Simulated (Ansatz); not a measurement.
The cluster Li₂Si₂⁺. Charge 1, multiplicity 2. Geometry PBE0-D4/def2-TZVP.

```csv
atom,x (Å),y (Å),z (Å)
Li1,-0.7303,-1.7333,1.0607
Li2,1.3123,0.5840,-1.6123
Si3,0.5097,0.6536,0.9560
Si4,-1.0916,0.4957,-0.4044
```

At HF/6-31G the charge 1 doublet is spin-contaminated (final ⟨S²⟩ up to 1.32, 0.75 for a pure state). The structure comes from a short search, and lower isomers may exist.

Problem. Estimate the α-spin orbital energies around the gap (eV) in Ansatz with HF/6-31G, LDA (SPW92)/def2-TZVP, r2SCAN-D4/def2-TZVP, PBE0-D4/def2-SVP, ωB97M-V/def2-TZVP.

Solution. 
| orbital | HF/6-31G | LDA (SPW92)/def2-TZVP | r2SCAN-D4/def2-TZVP | PBE0-D4/def2-SVP | ωB97M-V/def2-TZVP |
| --- | --- | --- | --- | --- | --- |
| HOMO−13 | -170.97 | -140.74 | -145.50 | -149.31 | -151.98 |
| HOMO−12 | -119.58 | -98.37 | -100.46 | -104.16 | -106.20 |
| HOMO−11 | -119.52 | -98.32 | -100.40 | -104.10 | -106.16 |
| HOMO−10 | -119.40 | -98.30 | -100.36 | -104.02 | -106.07 |
| HOMO−9 | -119.38 | -98.29 | -100.35 | -104.01 | -106.06 |
| HOMO−8 | -119.14 | -98.28 | -100.35 | -104.00 | -106.06 |
| HOMO−7 | -119.13 | -98.27 | -100.34 | -103.99 | -106.05 |
| HOMO−6 | -72.59 | -55.68 | -58.05 | -60.62 | -63.30 |
| HOMO−5 | -72.59 | -55.68 | -58.05 | -60.62 | -63.30 |
| HOMO−4 | -24.33 | -17.19 | -17.66 | -19.17 | -21.44 |
| HOMO−3 | -17.31 | -12.96 | -13.20 | -14.24 | -16.32 |
| HOMO−2 | -13.03 | -10.09 | -10.08 | -10.94 | -12.61 |
| HOMO−1 | -12.80 | -9.60 | -9.69 | -10.55 | -12.10 |
| HOMO | -12.48 | -9.39 | -9.58 | -10.42 | -12.06 |
| LUMO | -3.48 | -7.04 | -6.77 | -6.34 | -4.44 |
| LUMO+1 | -3.32 | -6.56 | -6.29 | -5.83 | -4.06 |
| LUMO+2 | -2.95 | -5.42 | -4.66 | -4.83 | -3.95 |
| LUMO+3 | -2.94 | -4.92 | -4.05 | -4.39 | -3.76 |
| LUMO+4 | -2.09 | -4.63 | -3.91 | -3.73 | -2.74 |
| LUMO+5 | -1.37 | -3.63 | -2.78 | -2.82 | -1.88 |
| β HOMO | -12.15 | -9.42 | -9.50 | -10.30 | -11.86 |
| β LUMO | -4.23 | -8.58 | -8.02 | -7.57 | -5.82 |
